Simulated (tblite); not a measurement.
Compound: C4H11OPSi.
Atom-mapped SMILES: `[O:1]=[PH:2]1[CH2:3][CH2:4][SiH2:5][CH2:6][CH2:7]1` (hydrogens: H8 on P2; H9, H10 on C3; H11, H12 on C4; H13, H14 on Si5; H15, H16 on C6; H17, H18 on C7)

Structure used (GFN2-xTB), in Å, numbered top down from 1:
```
atom  x, y, z in Å
O1    -1.7201   -1.4234   -1.0053
P2    -1.2518   -0.9393    0.2952
C3     0.4574   -1.4394    0.7104
C4     1.3700   -0.9286   -0.3982
Si5    1.3122    0.9687   -0.4969
C6    -0.5083    1.5002   -0.6267
C7    -1.3337    0.8769    0.4929
H8    -2.0019   -1.4182    1.3782
H9     0.4718   -2.5332    0.7637
H10    0.7421   -1.0428    1.6858
H11    1.0186   -1.3492   -1.3429
H12    2.3872   -1.2936   -0.2472
H13    2.0560    1.4328   -1.6684
H14    1.8769    1.5236    0.7449
H15   -0.6131    2.5864   -0.6128
H16   -0.9174    1.1529   -1.5780
H17   -0.9669    1.1684    1.4780
H18   -2.3878    1.1641    0.4157
```

All values are computed: GFN2-xTB (tblite) harmonic vibrations without scaling, gas phase. The method is semi-empirical: single wavenumbers can be off by several per cent or more. Modes of hydrogen on phosphorus and silicon can be 10 to 20 % off. One conformer, not necessarily the lowest.

Harmonic wavenumbers (cm⁻¹): 93.1, 164.1, 179.3, 238.6, 278.9, 311.9, 360.8, 439.9, 528.3, 573.6, 635.6, 647.1, 682.7, 689.1, 726.6, 748.8, 791.6, 795.8, 827.3, 859.6, 894.2, 957.3, 1039.7, 1047.4, 1054.1, 1066.6, 1130.5, 1137.2, 1257.9, 1260.3, 1275.0, 1281.8, 1293.7, 1436.1, 1442.7, 1467.3, 1471.4, 2194.6, 2232.3, 2273.5, 2922.3, 2924.2, 2965.0, 2967.3, 2969.9, 2974.2, 2981.0, 2982.6.

A = 2639, B = 1626, C = 1260 MHz; mass 134.032 u (most abundant isotopes); point group Cs, symmetry number 1.

Question: Zero-point energy?

Answer: Half the sum of the wavenumbers: 30736 cm⁻¹ = 367.69 kJ/mol.

Question: Entropy at 298.15 K, 1 bar (ideal gas, RRHO, classical rotation)?

Answer: Translation 169.94, rotation 119.14, vibration 82.71: S = 371.8 J/(mol K).

Question: And Cp and H(298.15 K) − H(0)?

Answer: Cp = 148.67 J/(mol K), of which vibrations give 115.41 (their classical limit is 48 R = 399.1); H(298.15 K) − H(0) = 24.81 kJ/mol without the zero-point energy, 14.89 from vibrations.

Question: What must be added to the electronic energy to get the Gibbs energy at 298.15 K and 1 bar?

Answer: ZPE + [H(298.15 K) − H(0)] − T·S = 367.69 + 24.81 − 110.85 = 281.65 kJ/mol.

Question: Which modes carry the vibrational entropy at 298.15 K?

Answer: 93.1 cm⁻¹: 15.04; 164.1 cm⁻¹: 10.47; 179.3 cm⁻¹: 9.77; 238.6 cm⁻¹: 7.59; 278.9 cm⁻¹: 6.45; 311.9 cm⁻¹: 5.66 J/(mol K); the other 42 give 27.74 together.

Hindered rotation and anharmonicity are outside this model. Other conformers, if any are populated, would add a mixing term that is left out.
